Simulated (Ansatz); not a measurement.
System: LiOH, charge 1, doublet. LiOH+ (parent SMILES [OH][Li], doublet).
B3LYP-D3(BJ)/def2-TZVP minimum from Ansatz (a first-principles code):
```xyz
3

Li    -1.0256    -0.6388    -0.8692
O      0.2860     0.1304     0.2461
H      0.7891     0.8732     0.6391
```
Charge +1, spin multiplicity 2.

Total energies in def2-TZVPP, 7 correlated electrons, 2 frozen orbitals. UHF or UKS for unpaired electrons; spin-orbit terms are left out. Cores are frozen in correlated methods. No relativity. The spin of HLiO+ (parent SMILES [Li][OH], doublet) was assumed, and the state is the lowest solution found for it.

```
method    program  energy (Eh)  minus CCSDT(Q) (mEh)
--------  -------  -----------  --------------------
HF         Ansatz    -82.69864                216.31
MP2        Ansatz    -82.89566                 19.28
CCSD       Ansatz    -82.90955                  5.39
CCSD(T)    Ansatz    -82.91444                  0.51
CCSDT(Q)   Ansatz    -82.91495                  0.00
```

Rough core times of Ansatz's runs on a shared machine: CCSD(T) under 20 s, CCSDT(Q) 80 s.
